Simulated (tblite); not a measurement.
Record of a relaxation.

Species: C₃HBrFN.
SMILES with atom numbers: `[N:1]#[C:2]/[C:3]([F:4])=[CH:5]\[Br:6]` (hydrogens: H7 on C5)

Computed with GFN2-xTB (tblite), gas phase: L-BFGS steps from a force-field or distance-geometry start until the largest atomic force falls under 0.01 eV/Å. 11 of its 27 geometries are shown.

Step 0: E = -505.6266 eV, largest atomic force 2.850 eV/Å
```
atom  x, y, z in Å  |  force x, y, z in eV/Å
N1      2.399    0.875    0.211   -2.464  -1.404  -0.283
C2      1.405    0.267    0.107    2.518   1.143   0.330
C3      0.226   -0.504    0.004   -0.563   0.569  -0.095
F4      0.335   -1.841   -0.038    0.215   0.022   0.036
C5     -1.012    0.019   -0.073    0.002  -0.335  -0.063
Br6    -1.477    1.816   -0.067    0.224   0.160   0.039
H7     -1.873   -0.627   -0.171    0.068  -0.155   0.036
```

Step 3: E = -505.6763 eV, largest atomic force 0.262 eV/Å
```
atom  x, y, z in Å  |  force x, y, z in eV/Å
N1      2.384    0.869    0.208   -0.183  -0.071  -0.036
C2      1.416    0.262    0.110    0.097  -0.103   0.057
C3      0.221   -0.493    0.002   -0.212   0.144  -0.055
F4      0.342   -1.835   -0.036    0.158   0.168   0.032
C5     -1.017    0.014   -0.075    0.004  -0.018  -0.043
Br6    -1.470    1.820   -0.066    0.186   0.080   0.031
H7     -1.872   -0.633   -0.170   -0.050  -0.201   0.015
```

Step 5: E = -505.6855 eV, largest atomic force 0.291 eV/Å
```
atom  x, y, z in Å  |  force x, y, z in eV/Å
N1      2.375    0.867    0.206    0.248   0.128   0.024
C2      1.417    0.251    0.114   -0.287  -0.044  -0.024
C3      0.213   -0.484   -0.002   -0.108   0.011  -0.005
F4      0.353   -1.822   -0.034    0.052  -0.043   0.007
C5     -1.026    0.014   -0.079    0.013  -0.027  -0.023
Br6    -1.455    1.826   -0.063    0.110   0.038   0.018
H7     -1.874   -0.647   -0.169   -0.028  -0.063   0.005
```

Step 8: E = -505.6891 eV, largest atomic force 0.232 eV/Å
```
atom  x, y, z in Å  |  force x, y, z in eV/Å
N1      2.375    0.865    0.205   -0.194  -0.126  -0.011
C2      1.407    0.258    0.115    0.127   0.180  -0.003
C3      0.205   -0.483   -0.003    0.062  -0.032   0.012
F4      0.364   -1.820   -0.032   -0.006   0.005   0.002
C5     -1.035    0.011   -0.084   -0.004  -0.038   0.005
Br6    -1.435    1.832   -0.060    0.047  -0.038   0.003
H7     -1.878   -0.659   -0.168   -0.032   0.049  -0.008
```

Step 10: E = -505.6903 eV, largest atomic force 0.062 eV/Å
```
atom  x, y, z in Å  |  force x, y, z in eV/Å
N1      2.374    0.862    0.206   -0.049   0.009   0.000
C2      1.400    0.268    0.113    0.011  -0.017  -0.008
C3      0.204   -0.484   -0.003    0.015  -0.003  -0.002
F4      0.367   -1.820   -0.031    0.019   0.019   0.005
C5     -1.036    0.007   -0.085    0.008  -0.015   0.016
Br6    -1.424    1.832   -0.059    0.025  -0.049  -0.001
H7     -1.882   -0.660   -0.168   -0.028   0.055  -0.009
```

Step 13: E = -505.6910 eV, largest atomic force 0.085 eV/Å
```
atom  x, y, z in Å  |  force x, y, z in eV/Å
N1      2.369    0.864    0.206    0.046   0.071   0.004
C2      1.397    0.269    0.112   -0.032  -0.053   0.000
C3      0.205   -0.486   -0.003   -0.022  -0.019  -0.006
F4      0.372   -1.820   -0.030    0.025  -0.040   0.001
C5     -1.036    0.004   -0.084   -0.002   0.004   0.003
Br6    -1.416    1.827   -0.058    0.005   0.035   0.001
H7     -1.888   -0.654   -0.169   -0.020   0.002  -0.003
```

Step 16: E = -505.6915 eV, largest atomic force 0.066 eV/Å
```
atom  x, y, z in Å  |  force x, y, z in eV/Å
N1      2.364    0.871    0.206   -0.064  -0.014  -0.009
C2      1.395    0.268    0.111    0.033   0.031   0.010
C3      0.204   -0.490   -0.004    0.019  -0.021   0.006
F4      0.379   -1.824   -0.029   -0.018  -0.017  -0.005
C5     -1.037    0.001   -0.083    0.009   0.000  -0.010
Br6    -1.407    1.827   -0.057    0.006   0.028   0.002
H7     -1.895   -0.648   -0.170    0.016  -0.008   0.006
```

Step 18: E = -505.6917 eV, largest atomic force 0.030 eV/Å
```
atom  x, y, z in Å  |  force x, y, z in eV/Å
N1      2.361    0.875    0.206   -0.023   0.009  -0.004
C2      1.395    0.267    0.111   -0.015  -0.006   0.003
C3      0.204   -0.493   -0.004    0.002   0.002   0.005
F4      0.380   -1.827   -0.030   -0.024   0.008  -0.004
C5     -1.036    0.000   -0.083    0.013   0.007  -0.007
Br6    -1.404    1.830   -0.057    0.019  -0.020   0.001
H7     -1.897   -0.647   -0.170    0.029   0.001   0.006
```

Step 21: E = -505.6921 eV, largest atomic force 0.063 eV/Å
```
atom  x, y, z in Å  |  force x, y, z in eV/Å
N1      2.350    0.884    0.204    0.047   0.042   0.007
C2      1.392    0.265    0.112   -0.025  -0.030  -0.006
C3      0.205   -0.499   -0.003   -0.019   0.015  -0.004
F4      0.378   -1.832   -0.030   -0.018   0.004   0.000
C5     -1.033    0.000   -0.085   -0.005   0.004   0.009
Br6    -1.394    1.831   -0.056    0.020  -0.027  -0.001
H7     -1.895   -0.644   -0.170    0.001  -0.008  -0.005
```

Step 23: E = -505.6922 eV, largest atomic force 0.022 eV/Å
```
atom  x, y, z in Å  |  force x, y, z in eV/Å
N1      2.347    0.888    0.204    0.001   0.005   0.003
C2      1.391    0.265    0.112    0.020   0.009  -0.003
C3      0.205   -0.500   -0.003    0.006   0.002  -0.002
F4      0.376   -1.833   -0.031   -0.014  -0.002   0.001
C5     -1.032    0.000   -0.085   -0.007  -0.008   0.009
Br6    -1.389    1.830   -0.056    0.005   0.005  -0.001
H7     -1.894   -0.644   -0.169   -0.011  -0.011  -0.006
```

Step 26: E = -505.6923 eV, largest atomic force 0.009 eV/Å
```
atom  x, y, z in Å  |  force x, y, z in eV/Å
N1      2.346    0.890    0.204   -0.008  -0.005   0.000
C2      1.392    0.265    0.112    0.005   0.004  -0.002
C3      0.205   -0.500   -0.003    0.003  -0.001   0.000
F4      0.374   -1.834   -0.031    0.000   0.000   0.001
C5     -1.033   -0.001   -0.084    0.001  -0.001   0.002
Br6    -1.387    1.830   -0.056   -0.001   0.003   0.000
H7     -1.894   -0.645   -0.170    0.001   0.000  -0.001
```

Problem. Summarise the path.

Solution. The energy falls by 6.34 kJ/mol from step 0 to step 26; nine tenths of that is first reached at step 6. It rises by more than 0.2 meV at step 1. The largest force goes from 2.850 to 0.009 eV/Å. Among the bonds N1≡C2 changes most, from 1.169 to 1.145 Å; the atoms move by 0.047 Å rms after alignment.

The cost below is that of the whole relaxation. On Arm Neoverse N1, one thread (shared host), this took 0.16 s wall.
